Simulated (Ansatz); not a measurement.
`[CH3][SnH]([Cl])[O][SiH3]` + H₂ → `[CH3][SnH2][Cl]` + `O[SiH3]` at 700 K and 1 bar (hydrogenolysis of the Sn–O bond).

Program: Ansatz. Geometries: PBE0-D4/def2-TZVP. ΔE: electronic, gas phase. CBS: MP2 limit from def2 TZ/QZ plus the TZ coupled-cluster correction, frozen cores. This one scheme is used for every species. def2 core potentials past Kr. For Sn outer-core shells are correlated without core-valence functions, which leaves a few kJ/mol of doubt a bond. One conformer a species, not always the lowest.

```json
{"species": "`[CH3][SnH]([Cl])[O][SiH3]`", "CCSD(T)/CBS energy (Eh)": "-1080.43028", "H − E (kJ/mol)": "291.4", "S (J/(mol·K))": "581.6"}
{"species": "H₂", "CCSD(T)/CBS energy (Eh)": "-1.17544", "H − E (kJ/mol)": "46.8", "S (J/(mol·K))": "155.3"}
{"species": "`[CH3][SnH2][Cl]`", "CCSD(T)/CBS energy (Eh)": "-714.90153", "H − E (kJ/mol)": "195.9", "S (J/(mol·K))": "422.7"}
{"species": "`O[SiH3]`", "CCSD(T)/CBS energy (Eh)": "-366.69042", "H − E (kJ/mol)": "144.6", "S (J/(mol·K))": "321.6"}
```

H − E and S are ideal-gas, rigid-rotor, harmonic terms from PBE0-D4/def2-TZVP, for one conformer and one mirror image of each species. For small species the MP2-based limit differs from directly extrapolated CCSD(T) by up to some mEh (0.8 for H₂); such offsets cancel only in part. 1 Eh = 2625.50 kJ/mol, R = 8.31446 J/(mol·K).

Task: By hand: ΔE, ΔH, ΔS and ΔG.

Result: ΔE = (-714.90153) + (-366.69042) − (-1080.43028) − (-1.17544) = 0.01377 Eh = 36.2 kJ/mol. Δ(H − E) = 195.9 + 144.6 − 291.4 − 46.8 = 2.3, so ΔH = 38.5 kJ/mol. ΔS = 422.7 + 321.6 − 581.6 − 155.3 = 7.4 J/(mol·K). ΔG = 38.5 − 700 × (7.4)/1000 = 33.3 kJ/mol.

Task: By hand: the equilibrium constant, and the temperature at which ΔG would vanish if ΔH and ΔS stayed fixed.

Result: log₁₀ K = −ΔG/(RT ln 10) = -2.5. ΔG = 0 at ΔH/ΔS = 5203 K, far beyond where these terms or the molecules hold.

The number of gas molecules stays the same, so ΔS is small and ΔH decides. A doubt of 5 kJ/mol in ΔE shifts log₁₀ K by 0.4 here. Other conformers and mirror images would add mixing entropy, several J/(mol·K) or more a flexible species. Modes under 60 cm⁻¹, often nearly free rotors, make the harmonic entropy too high. These are equilibria of isolated gas molecules and say nothing of rates. Largest T1 diagnostic: 0.012 (customary marks: 0.02 for closed shells, 0.045 for open ones).
